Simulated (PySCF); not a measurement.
SMILES c1cccc(CC)c1C=C, GFN2-xTB optimised geometry.

```
22

C     -2.31    -1.92    -0.62
C     -1.16    -1.74     0.00
C     -0.39    -0.49     0.00
C     -1.07     0.73     0.01
C     -0.39     1.92     0.02
C      1.00     1.92     0.01
C      1.68     0.72     0.00
C      1.01    -0.49     0.00
C      1.80    -1.77    -0.07
C      1.72    -2.39    -1.46
H     -2.84    -2.86    -0.57
H     -2.77    -1.14    -1.21
H     -0.72    -2.57     0.55
H     -2.15     0.72     0.04
H     -0.93     2.86     0.03
H      1.55     2.86     0.01
H      2.76     0.72    -0.01
H      2.84    -1.56     0.18
H      1.43    -2.49     0.67
H      2.31    -3.31    -1.50
H      0.69    -2.62    -1.72
H      2.11    -1.70    -2.20
```

Density from B3LYP/def2-SVP in PySCF at that geometry.

Minimum of the electron density along straight lines between bonded atoms, close to the bond critical point (lines longer than 1.1 times the sum of covalent radii, or with two minima, are not listed):

```tsv
bond	length / Å	ρ at the minimum / e bohr⁻³	∇²ρ there / e bohr⁻⁵	position (fraction from the first atom)
C1–C2	1.326	0.345	-0.94	0.50
C2–C3	1.464	0.274	-0.68	0.50
C3–C4	1.394	0.309	-0.78	0.50
C4–C5	1.381	0.316	-0.82	0.50
C5–C6	1.384	0.315	-0.82	0.50
C6–C7	1.383	0.315	-0.82	0.50
C3–C8	1.402	0.305	-0.76	0.50
C7–C8	1.388	0.313	-0.80	0.50
C8–C9	1.503	0.257	-0.61	0.51
C9–C10	1.530	0.241	-0.55	0.50
C1–H11	1.077	0.284	-1.09	0.63
C1–H12	1.077	0.284	-1.09	0.63
C2–H13	1.082	0.283	-1.07	0.63
C4–H14	1.080	0.285	-1.08	0.63
C5–H15	1.080	0.284	-1.07	0.63
C6–H16	1.080	0.284	-1.08	0.63
C7–H17	1.081	0.283	-1.07	0.63
C9–H18	1.092	0.278	-1.01	0.62
C9–H19	1.092	0.276	-1.00	0.62
C10–H20	1.088	0.277	-1.01	0.62
C10–H21	1.088	0.279	-1.03	0.63
C10–H22	1.088	0.278	-1.02	0.62
```
